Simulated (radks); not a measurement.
Results of a calculation; reference values are marked as such.
Coulomb parameter of the 3d shell of the chromium ion Cr2+ in the model configuration [Ar] 3d3 4s1, as a second difference U = [E(n + 0.25) + E(n - 0.25) - 2 E(n)] / (0.25)^2 with all orbitals relaxed. "Bare": the charge of the atom changes with n. "Screened": the 4s shell takes up the change at fixed total charge, which measures U(3d,3d) + U(4s,4s) - 2 U(3d,4s). Code: a radial shooting solver on a logarithmic mesh with Libxc functionals. Model: scalar-relativistic Kohn-Sham, PBE, spin-unpolarised, spherical densities, finite nucleus; Fermi nuclear charge, rms radius 3.6452 fm.

case,configuration,E - E(n) (eV)
start,[Ar] 3d3 4s1,0.000
bare +0.25,[Ar] 3d3.25 4s1,-6.622
bare -0.25,[Ar] 3d2.75 4s1,7.635
screened +0.25,[Ar] 3d3.25 4s0.75,-1.815
screened -0.25,[Ar] 3d2.75 4s1.25,2.059

U(bare) = 16.218 eV, U(screened by 4s) = 3.900 eV, against the Slater integral F0(3d,3d) = 22.086 eV with frozen orbitals.
